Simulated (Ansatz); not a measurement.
System: BAs₂H₄, charge 0, doublet. BAs2H4 (SMILES [AsH2][B][AsH2], doublet).
B3LYP-D3(BJ)/def2-TZVP minimum from Ansatz (a quantum-chemistry and plane-wave program):
```xyz
7

B      0.2494    -0.3918    -0.4807
As     0.2108    -1.3231     1.2663
H      0.1092    -2.7469     0.7464
H     -1.2738    -1.1888     1.5913
As    -0.1519     1.4239    -1.1610
H     -1.6302     1.5103    -0.7936
H     -0.3932     1.0578    -2.6154
```
Charge 0, spin multiplicity 2.

Atomisation energy term by term, kcal/mol (programs: Ansatz). Radicals and triplets start from unrestricted determinants; spin-orbit coupling is neglected. Correlated methods leave the cores frozen (noble-gas shells, and filled d and f shells in the p block). No relativity. CBS(X,Y): correlation extrapolated as X^-3, Hartree-Fock from the larger set. A bracket is a step between two methods taken in the basis named. Where a partner has so few electrons that a lower coupled-cluster level is exact, that level stands in.

```
term                               basis  kcal/mol
------------------  --------------------  --------
Hartree-Fock                     cc-pVQZ    267.44
CCSD correlation    CBS(cc-pVTZ,cc-pVQZ)    121.28
(T)                 CBS(cc-pVTZ,cc-pVQZ)      7.90
CCSDT(Q) - CCSD(T)               cc-pVDZ      0.96
sum: De                                      397.6
```
